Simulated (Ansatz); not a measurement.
`C[Si](F)([SiH3])[SiH3]` + `C1NCS1` → `[SiH3]N1CSC1` + `C[SiH](F)[SiH3]`  (cleavage of the Si–Si bond)

Gas-phase electronic energies from Ansatz, PBE0-D4/def2-TZVP geometries. CCSD(T)/CBS is the MP2 limit (def2-TZVPP, def2-QZVPP) plus CCSD(T) − MP2 in def2-TZVPP, frozen cores. Functionals use def2-TZVPP.

Problem. Is it downhill or uphill in electronic energy at CCSD(T)/CBS, and by how much? (An estimate is asked.)

Solution. The calculation gave: Downhill: ΔE = -0.49 eV.

Problem. What do these levels give: PBE-D4, ωB97X-V, B2PLYP, PBE, PBE0, MP2/def2-TZVPP, SCS-MP2/def2-TZVPP, CCSD/def2-TZVPP, CCSD(T)/def2-TZVPP, MP2/def2-QZVPP, HF/CBS(def2), MP2/CBS(def2)? (Best estimate.)

Solution. Ansatz gave: PBE-D4 -0.29, ωB97X-V -0.47, B2PLYP -0.54, PBE -0.29, PBE0 -0.35, MP2/def2-TZVPP -0.59, SCS-MP2/def2-TZVPP -0.61, CCSD/def2-TZVPP -0.52, CCSD(T)/def2-TZVPP -0.50, MP2/def2-QZVPP -0.59, HF/CBS(def2) -0.69, MP2/CBS(def2) -0.58 eV.

Largest T1 diagnostic among the species: 0.013.

In def2-TZVPP, CCSD(T) changes the Hartree–Fock value by +0.17 eV (the triples alone add +0.02 eV) and MP2 by +0.08 eV. From PBE to PBE0 (25 % exact exchange), in def2-TZVPP and without D4, ΔE moves by −0.06 eV.
